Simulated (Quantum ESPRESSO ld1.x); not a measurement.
Species: Pb69+. Configuration: [Ne] 3s2 3p1.

All-electron calculation, Dirac Kohn-Sham, PBE, spin-unpolarised, spherical densities, point nucleus; open shells fill j = l - 1/2 first. Program: ld1.x of Quantum ESPRESSO 7.5.

Energy parts (hartree):
| part | energy |
|---|---|
| total | -14936.97 |
| kinetic | 18151.31 |
| electron-nucleus | -34098.96 |
| Hartree | 1185.09 |
| exchange-correlation | -174.41 |

Orbitals (lengths in bohr, moments of r in powers of bohr):
\begin{tabular}{lrrr}
orbital & occ. & eigenvalue (hartree) & <r^2> \\ \hline
1s1/2 & 2 & -3462.1657 & 0.0003566 \\
2s1/2 & 2 & -795.4516 & 0.005219 \\
2p1/2 & 2 & -775.5561 & 0.003662 \\
2p3/2 & 4 & -692.8251 & 0.004774 \\
3s1/2 & 2 & -324.0645 & 0.02946 \\
3p1/2 & 1 & -316.9403 & 0.02617 \\
3p3/2 & 0 & -294.4872 & 0.03061 \\
\end{tabular}

The highest occupied level is 3p1/2 at -8624.4 eV. Summed over all electrons, <r^2> = 0.1227 bohr^2, which gives a Langevin (diamagnetic) susceptibility term of -0.0971 x 10^-6 cm^3/mol. The density falls to 0.001 e/bohr^3 at r = 0.47 bohr. For comparison, the ionisation energy in NIST's Atomic Spectra Database is 8680 eV (theoretical). In exact Kohn-Sham theory the highest level is minus the ionisation energy, but local and semilocal functionals leave it too shallow, through self-interaction and a potential that decays too fast; potentials with the right tail come closer.

Beside tabulated values, note that spin-unpolarised runs miss the spin-polarisation part of the exchange energy of open shells.
